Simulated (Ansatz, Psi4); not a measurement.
Species: BNH₂Cl₂, net charge 0, singlet state. SMILES: NB(Cl)Cl
Geometry: optimised at B3LYP-D3(BJ)/def2-TZVP (Ansatz, a first-principles code).

Property: vertical triplet-singlet gap, E(triplet) - E(singlet), in eV. Set-up: open shells spin-unrestricted; no spin-orbit coupling; 6-311+G** with 5d, 6d on Na to Ar in Ansatz; valence correlation only; each state is the SCF solution reached for its charge and spin; dispersion terms only where a functional's name holds one; non-relativistic; six Cartesian d functions in 6-31G* and its kin unless marked 5d. Basis-set limits of correlation are two-point, X^-3; Hartree-Fock from the larger set. First-principles rows: single points at B3LYP-D3(BJ) geometries (Ansatz). Levels can end on unlike triplets.

Coupled cluster (Ansatz) is a level with limits of its own, used here on species with T1 under 0.025 (0.045 for open shells) and stable references: CCSD(T)/CBS(aug-cc-pV(T+d)Z,aug-cc-pV(Q+d)Z).

Value to compare with, CCSD(T)/CBS(aug-cc-pV(T+d)Z,aug-cc-pV(Q+d)Z) (Ansatz): 6.75 eV.

| level | program | vertical triplet-singlet gap, E(triplet) - E(singlet) (eV) | difference |
|---|---|---|---|
| HF/6-31G* | Ansatz | 6.10 | -0.65 |
| HF/6-311+G** | Ansatz | 6.11 | -0.64 |
| PBE/6-31G* | Ansatz | 6.09 | -0.66 |
| PBE/6-311+G** | Ansatz | 6.06 | -0.69 |
| B3LYP/STO-3G | Ansatz | 6.88 | 0.13 |
| B3LYP/6-31G* | Ansatz | 6.38 | -0.37 |
| wB97X-D/6-31G* | Psi4 | 7.81 | 1.06 |
| MP2/6-31G* | Ansatz | 7.11 | 0.36 |
| MP2/6-311+G** | Ansatz | 7.15 | 0.40 |
| B3LYP/def2-TZVPD | Ansatz | 6.25 | -0.50 |
| PBE0/def2-TZVPD | Ansatz | 6.22 | -0.53 |
| wB97M-V/def2-TZVPD | Ansatz | 6.69 | -0.06 |

Among the 9 habitual levels, wB97X-D/6-31G* lies farthest from CCSD(T)/CBS(aug-cc-pV(T+d)Z,aug-cc-pV(Q+d)Z) (Ansatz) (1.06 eV) and B3LYP/STO-3G nearest (0.13); 4 of 9 lie above it, and their mean absolute difference is 0.55 eV, the median 0.64. One case shows no general order.

The levels are drawn from those run, B3LYP/6-31G* more often than the rest, none by its result; left out are runs that failed, that the program found above a lower state of the same kind, or whose <S^2> lies over 0.5 above the pure value.
